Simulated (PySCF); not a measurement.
## Orbital picture of BeBr⁺

PBE0 at R = 1.891 Å; Be x2c-SVPall, Br x2c-SVPall; spin-free X2C with a Gaussian nucleus (PySCF 2.14). State: ¹Σ⁺ (singlet), closed shell. Only the outer orbitals are listed, counted within each symmetry.

```json
{"orbital": "8σ", "occ.": "2", "ε (eV)": "-28.80", "on Be (%)": "7", "main shells (%)": "92 Br s"}
{"orbital": "9σ", "occ.": "2", "ε (eV)": "-17.40", "on Be (%)": "28", "main shells (%)": "67 Br p, 19 Be s, 8 Be p"}
{"orbital": "4π", "occ.": "2", "ε (eV)": "-15.10", "on Be (%)": "11", "main shells (%)": "89 Br p, 11 Be p"}
{"orbital": "4π", "occ.": "2", "ε (eV)": "-15.10", "on Be (%)": "11", "main shells (%)": "89 Br p, 11 Be p"}
{"orbital": "10σ", "occ.": "0", "ε (eV)": "-10.45", "on Be (%)": "95", "main shells (%)": "64 Be s, 31 Be p"}
{"orbital": "5π", "occ.": "0", "ε (eV)": "-7.52", "on Be (%)": "87", "main shells (%)": "87 Be p, 11 Br p"}
{"orbital": "5π", "occ.": "0", "ε (eV)": "-7.52", "on Be (%)": "87", "main shells (%)": "87 Be p, 11 Br p"}
```

Question: Which are the highest filled and the lowest empty level, where do they sit, and how wide is the gap?

Answer: Highest filled 4π at -15.10 eV (in %: 89 Br p, 11 Be p); lowest empty 10σ at -10.45 eV (in %: 64 Be s, 31 Be p); the gap at PBE0 is 4.65 eV.

```
bond order (Mayer)                                                                                                 : 1.67
⟨S²⟩                                                                                                               : 0.000
charge on Be (Mulliken, basis-dependent)                                                                           : 0.88
charge on Be (Löwdin, basis-dependent)                                                                             : 0.69
dipole moment (positive dipole points towards Br; it is taken about the centre of mass and depends on that origin) : -8.69 D
polarisability along the bond                                                                                      : 35.5 bohr³
polarisability across the bond                                                                                     : 19.3 bohr³
```
